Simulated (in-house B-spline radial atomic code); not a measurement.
## Cr VIII (Cr7+): [Ne] 3s(1 up, 0 down) 3p(3 up, 2 down) 4d(1 up, 0 down) (an excited or competing configuration)

All numbers are computed (non-relativistic B97-1, spin-polarised, spherical fractional occupations; point nucleus) with a B-spline radial code for spherical atoms, not measured.

Z_r = [3n² - l(l+1)]/(2<r>); Z_e = n√(-2ε); the last column is Slater's effective charge. Values are occupation-weighted means over spin.

| shell | electrons | ε (eV) | <r> (bohr) | Z_r | Z_e | Slater |
| --- | --- | --- | --- | --- | --- | --- |
| 1s | 2 | -6035.5 | 0.06418 | 23.37 | 21.06 | 23.70 |
| 2s | 2 | -836 | 0.2947 | 20.36 | 15.68 | 19.85 |
| 2p | 6 | -735.14 | 0.2597 | 19.25 | 14.70 | 19.85 |
| 3s | 1 | -220.53 | 0.8218 | 16.43 | 12.08 | 13.45 |
| 3p | 5 | -186.77 | 0.8373 | 14.93 | 11.12 | 13.45 |
| 4d | 1 | -62.766 | 2.07 | 10.14 | 8.59 | 8.00 |

The least bound orbital is 4d up at -62.77 eV, and it is also the most diffuse (<r> = 2.07 bohr).

Caution: exact exchange at fractional occupations of open shells leaves self-interaction of up to several eV.
